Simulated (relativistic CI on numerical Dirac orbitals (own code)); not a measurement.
**Sensitivity of the levels of Ir XLII to α and to the nuclear radius**

Method of calculation: Dirac-Coulomb-Breit CI, separate exchange-only KLI orbitals for each configuration, derivatives by finite differences, unscaled Slater integrals, QED left out (own radial code, finite nucleus).

Configurations in the expansion (outside the closed core [Ar] 3d10): 4s2 4p6, 4s2 4p5 4d, 4s 4p6 4d, 4s2 4p5 4f, 4s 4p6 4f, 4p6 4d2, 4p5 4d3, 4p5 4d2 4f. Double excitations out of closed p, d and f shells are left out; levels of such configurations are missing from the list, as are those of other unlisted configurations, and high levels can miss mixing partners.

With x = (α/α₀)² − 1 an excitation energy changes as ω = ω₀ + qx; K = 2q/ω₀ is the relative enhancement. Terms are leading LS components, so labels can repeat. The field-shift factor is F = δν/δ⟨r²⟩ for the transition from the lowest level.

Lowest level 4s2 4p6 1S_0.

```
           Level  ω₀ (cm⁻¹)   q (cm⁻¹)  F (GHz/fm²)
4s2 4p5 4d 3P°_0    1285529      58230         12.9
4s2 4p5 4d 3P°_1    1326893      71220         13.3
4s2 4p5 4d 3F°_3    1351070      60310         11.5
4s2 4p5 4d 3D°_2    1363705      61450         12.8
4s2 4p5 4d 3F°_4    1512013     256300         16.8
4s2 4p5 4d 1D°_2    1534240     257900         18.7
4s2 4p5 4d 3D°_3    1581838     255900         19.6
4s2 4p5 4d 1P°_1    1723426     298100         9.08
4s2 4p5 4d 3F°_2    2252682  1.192e+06         -185
4s2 4p5 4d 1P°_1    2443195  1.151e+06         -171
4s2 4p5 4d 3P°_2    2452485  1.389e+06         -176
4s2 4p5 4d 3F°_3    2473984  1.391e+06         -179
 4s2 4p5 4f 3D_1    3052465     570800         -792
```

At this charge energies of transitions that change n are usually good to better than 1 %, and those within a shell (Δn = 0) to a few per cent.

**Question.** Which transition from the lowest level has the largest |K|?

**Answer.** 4s2 4p5 4d 3P°_2 at 2452485 cm⁻¹, K = 1.13.
